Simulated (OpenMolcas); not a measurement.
# neutral barium: effect of the basis set

```json
{
  "Program": "OpenMolcas",
  "Method": "SS-CASPT2, IPEA 0.25 Eh, imaginary shift 0.1 Eh (closed shells correlated: 5s 5p)",
  "Active space": "2 electrons in 9 orbitals (5d 6s 6p)",
  "State averaging": "2S+1 = 3 even, 18 roots; 2S+1 = 1 even, 21 roots; 2S+1 = 3 odd, 18 roots; 2S+1 = 1 odd, 18 roots",
  "Spin-orbit coupling": "state interaction with AMFI integrals over the reference wave functions, term energies averaged over their components"
}
```

A. ANO-RCC-VTZP [8s7p4d2f1g], DKH2, point nucleus; CASPT2 step about 70 core-seconds
B. ANO-RCC-VQZP [9s8p5d3f2g], DKH2, point nucleus; CASPT2 step roughly 100 core-seconds
C. ANO-RCC [12s10p8d4f2g], DKH2, point nucleus; CASPT2 step about 2.1 core-minutes

Energies in eV above 6s² ¹S₀, the measured ground level; measured values from NIST Handbook of Basic Atomic Spectroscopic Data.

```json
{"Level": "6s² ¹S₀", "A": "0.0000", "B": "0.0000", "C": "0.0000", "Measured": "0.0000"}
{"Level": "5d 6s ³D₁", "A": "1.168", "B": "1.118", "C": "1.102", "Measured": "1.1201"}
{"Level": "5d 6s ³D₂", "A": "1.192", "B": "1.142", "C": "1.127", "Measured": "1.1426"}
{"Level": "5d 6s ³D₃", "A": "1.236", "B": "1.186", "C": "1.171", "Measured": "1.1898"}
{"Level": "5d 6s ¹D₂", "A": "1.475", "B": "1.428", "C": "1.417", "Measured": "1.4128"}
{"Level": "6s 6p ³P°₀", "A": "1.505", "B": "1.492", "C": "1.501", "Measured": "1.5208"}
{"Level": "6s 6p ³P°₁", "A": "1.528", "B": "1.516", "C": "1.523", "Measured": "1.5667"}
{"Level": "6s 6p ³P°₂", "A": "1.579", "B": "1.567", "C": "1.570", "Measured": "1.6756"}
{"Level": "6s 6p ¹P°₁", "A": "2.209", "B": "2.180", "C": "2.222", "Measured": "2.2392"}
{"Level": "5d² ³F₂", "A": "2.630", "B": "2.551", "C": "2.533", "Measured": ""}
{"Level": "5d² ³F₃", "A": "2.674", "B": "2.596", "C": "2.579", "Measured": ""}
{"Level": "5d² ³F₄", "A": "2.727", "B": "2.648", "C": "2.632", "Measured": ""}
{"Level": "5d 6p ³F°₂", "A": "2.767", "B": "2.689", "C": "2.662", "Measured": "2.7357"}
{"Level": "5d 6p ³F°₃", "A": "2.834", "B": "2.755", "C": "2.726", "Measured": "2.8451"}
{"Level": "5d 6p ³F°₄", "A": "2.913", "B": "2.835", "C": "2.808", "Measured": "2.9455"}
{"Level": "5d² ¹D₂", "A": "2.917", "B": "2.850", "C": "2.839", "Measured": ""}
{"Level": "5d 6p ¹D°₂", "A": "2.923", "B": "2.847", "C": "2.850", "Measured": "2.8609"}
{"Level": "5d² ³P₀", "A": "2.974", "B": "2.922", "C": "2.919", "Measured": ""}
{"Level": "5d² ³P₁", "A": "3.016", "B": "2.979", "C": "2.978", "Measured": ""}
{"Level": "5d² ³P₂", "A": "3.073", "B": "3.036", "C": "3.033", "Measured": ""}
{"Level": "5d 6p ³D°₁", "A": "3.157", "B": "3.009", "C": "2.938", "Measured": "2.9994"}
{"Level": "5d² ¹G₄", "A": "3.183", "B": "3.005", "C": "2.974", "Measured": ""}
{"Level": "5d 6p ³D°₂", "A": "3.197", "B": "3.051", "C": "2.986", "Measured": "3.0415"}
{"Level": "5d 6p ³D°₃", "A": "3.247", "B": "3.098", "C": "3.031", "Measured": "3.0971"}
```

Deviations, from unrounded energies. A percentage is the sum of absolute deviations over the sum of measured energies, with the sign that they share, or ± where signs differ.

```
           Against measurement  Levels     A     B     C
mean absolute deviation (cm-1)      15   530   300   410
      other configurations (%)      15  ±3.0  ±1.7  ±2.4
```

B lies closest to measurement on these levels and A furthest from it. The largest miss of B in the table is 5d 6p ³F°₄, by -890 cm-1. The ranking rests on the paired levels alone, and a cruder setting can come out closer through cancelling errors.

The two smallest mean deviations differ by little beside CASPT2's spread within terms, so their order carries little weight.

Among A to C the level of the table that moves most is 5d 6p ³D°₁, by 1800 cm-1 (lowest in C, highest in A). Moves below CASPT2's spread within the term are not significant.

Term energies are means over components that CASPT2 splits; among the terms shown or strongly mixed into the levels shown the widest spread is 1000 cm-1 (5d² ¹G, C). Over all roots computed the reference weight is 0.88 to 0.93 in B; the roots of lowest weight are the least certain, and an intruder state may touch them. A single d shell beside an s shell can misplace configurations of different d count against each other. The CASPT2 spread within a term exceeds the gap to the next term for 5d² ¹G and 5d 6p ³D°, so the order of their levels is uncertain (figures for A; the like holds for B, C). Some levels mix across a computed gap that differs much from the measured one, so their mixing is not that of the real levels (holds for C). Measured partners are found by configuration, term and J. A level has none where our copy of the source lacks it or the pairing is in doubt (some pairs that miss far off the trend of their configuration count as doubtful), and it then counts in no deviation. Only configurations of the active space appear. The table leaves out levels that lie high or whose names do not pair safely across all columns.

° marks odd parity.
